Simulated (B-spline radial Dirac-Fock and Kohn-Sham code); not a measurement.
## Magnetic form factor of the 4f shell of Er¹³⁺

System: the Er¹³⁺ ion in the configuration [Kr] 4d10 4f7 5s2.

The run's input, task.json:

```json
{"items": [{
  "Z": 68,
  "q": 13,
  "cfg": [[1, 0, 2], [2, 0, 2], [2, 1, 6], [3, 0, 2], [3, 1, 6], [3, 2, 10], [4, 0, 2], [4, 1, 6], [4, 2, 10], [4, 3, 7], [5, 0, 2]],
  "A": 166,
  "rrms": 5.2516,
  "do": ["scatter"],
  "s": [0.0, 0.05, 0.1, 0.15, 0.2, 0.25, 0.3, 0.35, 0.4, 0.45, 0.5, 0.6, 0.7, 0.8, 0.9, 1.0, 1.1, 1.2, 1.4, 1.6, 1.8, 2.0, 2.5, 3.0, 3.5, 4.0, 5.0, 6.0],
  "pz": [0, 0.1, 0.2, 0.3, 0.4, 0.5, 0.6, 0.8, 1.0, 1.2, 1.4, 1.6, 1.8, 2.0, 2.5, 3.0, 4.0, 5.0, 7.0, 10.0, 15.0, 20.0, 30.0, 40.0, 60.0, 100.0],
  "hv_scatter": [2000, 5000, 8047.8, 10000, 20000, 30000, 100000, 500000]
}]}
```

Run with: `python xray_run.py task.json out`

Level of theory: relativistic Hartree-Fock (Dirac-Fock) wave functions, averaged over the configuration; a radial atomic solver. ⟨j_K⟩ is the integral of the 4f radial density with the spherical Bessel function j_K(4πsr), s = sin θ/λ.

Hund's rules give S = 7/2, L = 0, J = 7/2 for 4f7, so g = 2.000, and the dipole approximation is F = ⟨j0⟩ + C₂⟨j2⟩ with C₂ = (2 − g)/g = 0.000.

| s (Å⁻¹) | ⟨j0⟩ | ⟨j2⟩ | ⟨j4⟩ | ⟨j6⟩ | F (dipole) |
| --- | --- | --- | --- | --- | --- |
| 0 | 1.0000 | 0.0000 | 0.0000 | 0.0000 | 1.0000 |
| 0.05 | 0.9919 | 0.0032 | 0.0000 | 0.0000 | 0.9919 |
| 0.1 | 0.9679 | 0.0127 | 0.0001 | 0.0000 | 0.9679 |
| 0.15 | 0.9294 | 0.0277 | 0.0004 | 0.0000 | 0.9294 |
| 0.2 | 0.8783 | 0.0472 | 0.0011 | 0.0000 | 0.8783 |
| 0.25 | 0.8170 | 0.0698 | 0.0025 | 0.0001 | 0.8170 |
| 0.3 | 0.7483 | 0.0939 | 0.0048 | 0.0002 | 0.7483 |
| 0.35 | 0.6750 | 0.1183 | 0.0082 | 0.0004 | 0.6750 |
| 0.4 | 0.5998 | 0.1415 | 0.0127 | 0.0008 | 0.5998 |
| 0.45 | 0.5251 | 0.1625 | 0.0185 | 0.0015 | 0.5251 |
| 0.5 | 0.4529 | 0.1804 | 0.0252 | 0.0024 | 0.4529 |
| 0.6 | 0.3219 | 0.2054 | 0.0411 | 0.0056 | 0.3219 |
| 0.7 | 0.2141 | 0.2154 | 0.0582 | 0.0105 | 0.2141 |
| 0.8 | 0.1311 | 0.2124 | 0.0744 | 0.0170 | 0.1311 |
| 0.9 | 0.0707 | 0.1997 | 0.0879 | 0.0247 | 0.0707 |
| 1 | 0.0291 | 0.1810 | 0.0978 | 0.0329 | 0.0291 |
| 1.1 | 0.0020 | 0.1593 | 0.1038 | 0.0408 | 0.0020 |
| 1.2 | -0.0144 | 0.1370 | 0.1061 | 0.0480 | -0.0144 |
| 1.4 | -0.0272 | 0.0960 | 0.1022 | 0.0588 | -0.0272 |
| 1.6 | -0.0265 | 0.0635 | 0.0910 | 0.0641 | -0.0265 |

Radial moments of the shell: ⟨r²⟩ = 0.4430, ⟨r⁴⟩ = 0.3593, ⟨r⁶⟩ = 0.4712 in powers of bohr.

Values without a named source are computed, but for edge energies of neutral atoms, which are taken from tables.
